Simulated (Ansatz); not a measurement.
A run for Ansatz (an electronic-structure program): U-PBE0/def2-TZVPP on SnSb, 2S+1 = 4, a spin state set in the input, which need not be the lowest, a point of a bond scan (R = 2.919 Å). Elements past Kr take the def2 small-core potentials; no spin–orbit coupling.

Ansatz 0.2 input:
```yaml
crystal:
  periodic: [false, false, false]
  atoms:
    - {symbol: Sn, position_ang: [0.00000000, 0.00000000, 0.00000000]}
    - {symbol: Sb, position_ang: [0.00000000, 0.00000000, 2.91890700]}
basis:
  gaussian:
    orbitals: def2-TZVPP
    pivot_positions_ang: [[0.00000000, 0.00000000, 0.00000000], [0.00000000, 0.00000000, 2.91890700]]
hamiltonian:
  xc: {name: PBE0}
magnetization: {spin_polarized: true, initial_magnetization: 3}
output: {forces: true, orbitals: {seedname: ./end}}
```

It printed:

```
WARN ansatz: RAYON_NUM_THREADS=2 ignored (pool sized by the plan → 2); use --threads N
Functional definition: PBE0
integrals: 0.05 GiB planned
1041 factors; integrals over basis functions are off by at most 3.4e-4 eV
mean field: 0.61 GiB planned
mean field evaluation 1: about -12368.2801 eV, gradient 4.5e0 eV
mean field evaluation 2: about -12368.4114 eV, gradient 3.0e0 eV
mean field evaluation 4: about -12368.4581 eV, gradient 3.9e-1 eV
mean field evaluation 8: about -12368.4765 eV, gradient 2.1e-2 eV
mean field evaluation 16: about -12368.4765 eV, gradient 3.6e-5 eV
mean field evaluation 32: about -12368.0893 eV, gradient 3.2e0 eV
mean field -12368.47649921 eV, -454.5331276914 hartree, gradient 1.7e-5 eV, S^2 3.758912; 4 other end points of the search recorded, 0 dependent functions left out
the calculation of the forces begins
reference -12368.47652438 eV, -454.5331286163 hartree; 24, 21 occupied and 76, 79 virtual orbitals, 1041 factors
Total energy: -12368.47652438 eV, -454.5331286163 hartree
Atom 0 at     0.000000     0.000000     0.000000 Å, force     0.000000     0.000000     0.067554 eV/Å
Atom 1 at     0.000000     0.000000     2.918907 Å, force    -0.000000    -0.000000    -0.067554 eV/Å
Dipole moment:     0.000000     0.000000    -0.131830 e Å
```

The calculation finished and met its thresholds.

Cost: about 10 core-seconds (a rough figure).
